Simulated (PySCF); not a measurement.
Species: C6H7O2S (charge -1).
Atom-mapped SMILES: `[CH3:1][CH2:2][O:3][c:4]1[cH:5][cH:6][o:7][c:8]1[S-:9]`

Cartesian coordinates in Å at the GFN2-xTB level; atoms count from 1:
```
atom  x, y, z in Å
C1     2.7936   -0.3433   -0.1557
C2     1.4301    0.3323   -0.1668
O3     0.4628   -0.6401    0.1572
C4    -0.8501   -0.1945    0.1632
C5    -1.9341   -1.0999    0.1161
C6    -3.0673   -0.3474    0.1485
O7    -2.7557    0.9708    0.2057
C8    -1.3888    1.0833    0.2209
S9    -0.7164    2.6387    0.3008
H10    2.9965   -0.7472    0.8337
H11    2.8113   -1.1622   -0.8726
H12    3.5658    0.3769   -0.4150
H13    1.2191    0.7569   -1.1594
H14    1.3976    1.1567    0.5547
H15   -1.8624   -2.1700    0.0726
H16   -4.1097   -0.6022    0.1391
```

Definitions: NICS(0) = −σiso at the ring centroid; NICS(1) = −σiso and NICS(1)zz = −σzz at ±1 Å along the ring normal z. Level: GIAO PBE0/pcSseg-1 (PySCF, non-relativistic, gas phase) on the GFN2-xTB geometry, one conformer.

Ring bond lengths (Å), with Mayer bond orders in brackets: C4–C5 1.413 (1.32), C5–C6 1.361 (1.57), C6–O7 1.356 (1.06), O7–C8 1.372 (0.99), C8–C4 1.388 (1.36).

Q: Give the NICS values of each ring in ppm.

A: 
| ring | type | NICS(0) | NICS(1), two faces | NICS(1)zz, two faces | rms pucker (Å) | centre to ring atoms, mean (Å) |
| --- | --- | --- | --- | --- | --- | --- |
| C4–C5–C6–O7–C8 | 5-membered ring with O; formal bonds all aromatic | -11.7 | -8.4 / -8.5 | -18.9 / -19.3 | 0.00 | 1.17 |

Q: What can be read from them?

A: 
- C4–C5–C6–O7–C8: mean NICS(1)zz -19.1 ppm, shielded.

Q: What does the geometric index give? HOMA takes Krygowski's 1993 parameters.

A: 
- C4–C5–C6–O7–C8: HOMA 0.31; the largest term is that of O7–C8, α(R − Ropt)² = 1.79.

Q: What field does 11.7 T along the ring normal induce along that normal at the second NICS(1) probe listed for ring C4–C5–C6–O7–C8, 1 Å off the ring?

A: NICSzz × B0 = -19.3 ppm × 11.7 T = -226 μT, against the applied field.
